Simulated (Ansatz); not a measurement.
A structure relaxed at PBE0-D4/def2-TZVP, charge 0, multiplicity 1:

```xyz
13

C     0.890    0.694    0.932
O     0.236   -0.271    0.112
C     0.750   -0.321   -1.216
Al   -1.725   -0.456    0.329
H     0.436    0.630    1.919
H     1.954    0.454    0.990
H     0.750    1.697    0.519
H     1.813   -0.572   -1.181
H     0.605    0.642   -1.713
H     0.197   -1.098   -1.739
H    -1.777   -0.588    1.922
H    -1.942   -1.757   -0.575
H    -2.188    0.947   -0.298
```

**Question.** Give its formula and SMILES.

**Answer.** C2H9AlO, `C[O+](C)[AlH3-]`.

**Question.** Point group (tolerance 0.08 Å, 0.16 Å for H)?

**Answer.** Cs.

**Question.** Summarise the bond lengths by kind.

**Answer.** 2 × C–O 1.425 Å; 6 × C–H 1.088 to 1.094 Å; 1 × Al–O 1.981 Å; 3 × Al–H 1.599 to 1.605 Å.

Computed with Ansatz.
